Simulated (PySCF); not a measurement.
# Potential energy of SiSn along the bond

Set-up: basis Si cc-pV(D+d)Z, Sn cc-pVDZ-PP with ECP28; scalar-relativistic core potentials; PySCF 2.14. Energies in eV from Si + Sn in their ground configurations at the same level. State: ³Σ⁻ (triplet), unpaired electrons π ↑↑.

All columns are PBE0. A positive dipole means Si(−)Sn(+).

```tsv
R (Å)	E (eV)	μ (D)	Mulliken charge on Si (basis-dependent)	HOMO (eV)	LUMO (eV)	Mayer bond order	⟨S²⟩
2.172	-1.739	0.73	-0.13	-5.26	-3.81	1.93	2.01
2.273	-2.281	0.82	-0.12	-5.31	-3.64	1.93	2.01
2.374	-2.579	0.91	-0.11	-5.33	-3.50	1.94	2.01
2.450	-2.684	0.97	-0.11	-5.34	-3.41	1.94	2.00
2.526	-2.713	1.02	-0.11	-5.34	-3.32	1.95	2.00
2.602	-2.682	1.07	-0.10	-5.33	-3.24	1.96	2.00
2.703	-2.573	1.13	-0.10	-5.31	-3.15	1.96	2.00
2.829	-2.361	1.19	-0.10	-5.27	-3.05	1.97	2.00
2.981	-2.041	1.26	-0.09	-5.20	-2.95	1.98	2.00
3.183	-1.564	1.34	-0.08	-5.09	-3.09	1.99	2.00
```

A fit through these points gives, at Re = 2.522 Å, μ = 1.02 D and dμ/dR = 0.684 D/Å; the reduced mass is 22.68 u.

Task: How strong is the fundamental in the double-harmonic approximation, I = 42.26·(dμ/dR)²/μred km/mol?

Result: I = 42.26·(0.684)²/22.68 = 0.872 km/mol at PBE0.

Spin–orbit coupling is left out, which matters for elements this heavy, above all for dissociation energies. The state is the lowest determinant that a PBE0 search found; another state may lie lower at other levels.
